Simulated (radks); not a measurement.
Problem. Ionisation ladder of lutetium, from Lu to Lu21+. Each ion is in the ground configuration listed by NIST, and IE = E(next ion) - E(this ion). All-electron calculation, scalar-relativistic Kohn-Sham, PBEsol, spin-polarised, spherical densities, finite nucleus; open shells are filled with parallel spins first (spin-orbit coupling, left out, can overturn this in heavy ions); Fermi nuclear charge, rms radius 5.37 fm. Program: a radial shooting solver on a logarithmic mesh with Libxc functionals.

| species | configuration | IE, Delta-SCF (eV) | <r> HOMO (bohr) |
|---|---|---|---|
| Lu | [Xe] 4f14 5d1 6s2 | 5.422 | 2.87 |
| Lu+ | [Xe] 4f14 6s2 | 14.006 | 3.25 |
| Lu2+ | [Xe] 4f14 6s1 | 21.210 | 3.04 |
| Lu3+ | [Xe] 4f14 | 46.558 | 0.716 |
| Lu4+ | [Xe] 4f13 | 68.630 | 0.684 |
| Lu5+ | [Xe] 4f12 | 111.67 | 0.658 |
| Lu6+ | [Kr] 4d10 4f13 5s2 5p4 | ? | 0.664 |
| Lu7+ | [Kr] 4d10 4f13 5s2 5p3 | ? | 0.654 |
| Lu8+ | [Kr] 4d10 4f13 5s2 5p2 | 145.75 | 0.649 |
| Lu9+ | [Kr] 4d10 4f12 5s2 5p2 | 173.79 | 0.628 |
| Lu10+ | [Kr] 4d10 4f12 5s2 5p1 | 192.00 | 0.623 |
| Lu11+ | [Kr] 4d10 4f12 5s2 | ? | 0.619 |
| Lu12+ | [Kr] 4d10 4f11 5s2 | 250.14 | 0.601 |
| Lu13+ | [Kr] 4d10 4f10 5s2 | 296.30 | 0.586 |
| Lu14+ | [Kr] 4d10 4f10 5s1 | 322.20 | 0.578 |
| Lu15+ | [Kr] 4d10 4f10 | ? | 0.574 |
| Lu16+ | [Kr] 4d10 4f9 | 370.94 | 0.561 |
| Lu17+ | [Kr] 4d10 4f8 | 407.79 | 0.548 |
| Lu18+ | [Kr] 4d10 4f7 | 455.65 | 0.533 |
| Lu19+ | [Kr] 4d10 4f6 | 495.73 | 0.522 |
| Lu20+ | [Kr] 4d10 4f5 | 536.97 | 0.512 |
| Lu21+ | [Kr] 4d10 4f4 | 579.36 | 0.503 |

Estimate the withheld Delta-SCF values.

Solution. Lu6+: 114.10 eV (NIST 117); Lu7+: 135.07 eV (NIST 136); Lu11+: 218.76 eV (NIST 238); Lu15+: 335.33 eV (NIST 361).
